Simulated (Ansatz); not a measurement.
Input file for Ansatz (an electronic-structure program): R-CCSD(T)/def2-SVP on BrGeHS (SMILES [SH][Ge][Br]), a point of a torsion scan. The run froze 33 orbitals, filled d shells among them.

Ansatz 0.2 input:
```yaml
crystal:
  periodic: [false, false, false]
  atoms:
    - {symbol: S, position_ang: [-1.33978032, 0.48510619, 0.48161810]}
    - {symbol: Ge, position_ang: [0.74054318, 0.87316055, -0.32474600]}
    - {symbol: Br, position_ang: [0.82579560, 3.20606299, -0.06114665]}
    - {symbol: H, position_ang: [-1.52444511, -0.58014985, -0.29265103]}
basis:
  gaussian:
    orbitals: def2-SVP
magnetization: {spin_polarized: false}
correlation: {method: ccsd_t, electrons: outside_noble_gas}
scf: {lower_state_search: off}
```

Program output:

```
WARN ansatz: RAYON_NUM_THREADS=1 ignored (pool sized by the plan → 1); use --threads N
Functional definition: HF
these checks for a lower state are left out or cut short: stability, starts, cluster_reference, orbital_swaps, neighbouring_geometries, increment
integrals: 0.08 GiB planned
834 factors; integrals over basis functions are off by at most 6.2e-4 eV
mean field: 0.35 GiB planned
mean field evaluation 1: about -137287.2266 eV, gradient 1.7e1 eV
mean field evaluation 2: about -137287.2371 eV, gradient 1.7e1 eV
mean field evaluation 4: about -137288.4560 eV, gradient 2.1e0 eV
mean field evaluation 8: about -137288.4838 eV, gradient 8.4e-4 eV
mean field -137288.48380366 eV, -5045.2587223078 hartree, gradient 2.6e-6 eV, S^2 0.000000; 0 other end points of the search recorded, 0 dependent functions left out
33 core orbitals not correlated
reference -137288.48380366 eV, -5045.2587223078 hartree; 9, 9 occupied and 45, 45 virtual orbitals, 834 factors
second order -8.82627306 eV of doubles, -0.00000000 eV of singles
coupled cluster: 0.14 GiB planned
cycle   1  -9.48632030 eV  change   -6.6e-1 eV  update   8.7e-2
cycle   2  -9.75276843 eV  change   -2.7e-1 eV  update   2.9e-2
cycle   3  -9.81551831 eV  change   -6.3e-2 eV  update   1.7e-2
cycle   4  -9.81040919 eV  change    5.1e-3 eV  update   5.4e-3
cycle   5  -9.80903089 eV  change    1.4e-3 eV  update   2.3e-3
cycle   6  -9.80903758 eV  change   -6.7e-6 eV  update   8.3e-4
cycle   7  -9.80908707 eV  change   -4.9e-5 eV  update   3.2e-4
cycle   8  -9.80916719 eV  change   -8.0e-5 eV  update   1.1e-4
cycle   9  -9.80916103 eV  change    6.2e-6 eV  update   5.2e-5
cycle  10  -9.80915260 eV  change    8.4e-6 eV  update   1.8e-5
perturbative correction -0.32450617 eV, -0.0119253817 hartree
Total energy: -137298.61746243 eV, -5045.6311273987 hartree
Checks for a lower state left out: stability, starts, cluster_reference, orbital_swaps, neighbouring_geometries, increment
```

The calculation finished and met its thresholds.

Cost: about 2.3 core-seconds (a rough figure).
